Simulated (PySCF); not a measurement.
**TDDFT excited states: C3H12Si3**

Compound: cyclo-(H2SiCH2)3, C3H12Si3.
Structure used (PBE0-D3(BJ)/def2-SVP), in Å, numbered top down from 1:
```
atom  x, y, z in Å
Si1   -0.246    0.198   -1.848
H2     0.395    1.240   -2.712
H3    -1.115   -0.655   -2.719
C4     1.099   -0.855   -1.038
Si5    1.666   -0.137    0.608
H6     2.863   -0.866    1.137
H7     2.064    1.294    0.400
C8     0.241   -0.200    1.846
Si9   -1.458   -0.032    1.035
H10   -1.949   -1.396    0.651
H11   -2.450    0.551    1.993
C12   -1.309    1.021   -0.519
H13    1.951   -0.970   -1.729
H14    0.699   -1.867   -0.851
H15    0.275   -1.151    2.404
H16    0.378    0.606    2.587
H17   -0.852    1.986   -0.237
H18   -2.307    1.250   -0.929
```

Method: PySCF 2.14.0, density-fitted response routines, TDDFT CAM-B3LYP/def2-SVPD, vertical, gas phase, core orbitals frozen in the response.

Problem. List the vertical singlet excitations with oscillator strengths and describe the spectrum.

Solution. 

| state | E (eV) | λ (nm) | ν̃ (cm⁻¹) | f | main configurations (H = HOMO, L = LUMO) |
| --- | --- | --- | --- | --- | --- |
| S1 | 7.65 | 162.1 | 61690 | 0.0008 | H→L (88%) |
| S2 | 7.71 | 160.9 | 62150 | 0.0022 | H-1→L (57%), H→L+2 (24%) |
| S3 | 7.85 | 157.9 | 63310 | 0.013 | H→L+2 (30%), H-1→L (28%), H-1→L+1 (27%) |
| S4 | 8.07 | 153.6 | 65100 | 0.011 | H→L+1 (75%) |
| S5 | 8.08 | 153.4 | 65170 | 0.061 | H-1→L+1 (39%), H→L+2 (30%) |
| S6 | 8.13 | 152.6 | 65550 | 0.017 | H-2→L (75%) |
| S7 | 8.24 | 150.5 | 66470 | 0.083 | H→L+3 (37%), H→L+5 (30%), H-1→L+1 (10%) |
| S8 | 8.28 | 149.8 | 66780 | 0.061 | H-1→L+2 (66%) |
| S9 | 8.36 | 148.3 | 67430 | 0.0030 | H-3→L (62%), H-1→L+4 (10%) |
| S10 | 8.40 | 147.6 | 67750 | 0.0081 | H-1→L+3 (30%), H-1→L+5 (18%), H-2→L+2 (13%) |

Triplets, Tamm–Dancoff:

```json
{"state": "T1", "E (eV)": "7.34", "λ (nm)": "169.0", "main configurations (H = HOMO, L = LUMO)": "H→L (76%)"}
{"state": "T2", "E (eV)": "7.43", "λ (nm)": "166.8", "main configurations (H = HOMO, L = LUMO)": "H-1→L (61%), H→L+2 (19%)"}
{"state": "T3", "E (eV)": "7.56", "λ (nm)": "164.0", "main configurations (H = HOMO, L = LUMO)": "H→L+2 (40%), H-1→L+1 (19%), H-1→L (16%)"}
{"state": "T4", "E (eV)": "7.67", "λ (nm)": "161.7", "main configurations (H = HOMO, L = LUMO)": "H-1→L+1 (53%), H→L+2 (16%), H-3→L+1 (9%)"}
```

The lowest singlet lies at 7.65 eV (162 nm, vacuum ultraviolet) and is very weak; its leading configuration is HOMO→LUMO (88%). The strongest level in the table is S7 at 8.24 eV (150 nm, f = 0.083). S4/S5 lie within about 0.01 eV of each other. Löwdin shares by element: HOMO carbon 35% or more, silicon 23% or more (atoms not listed hold the other 42%); LUMO silicon 45%, carbon 5% or more (atoms not listed hold the other 50%). Of the 10 states listed, 6 reach f = 0.01 and none stays under 0.0005. Orbital energies (eV): HOMO-3 -10.31, HOMO-2 -10.03, HOMO-1 -9.62, HOMO -9.48, LUMO 0.96, LUMO+1 1.39, LUMO+2 1.41. Weighted by f, the mean energy of these states is 8.18 eV. The window holds the lowest 10 singlets.

One conformer stands for the species.
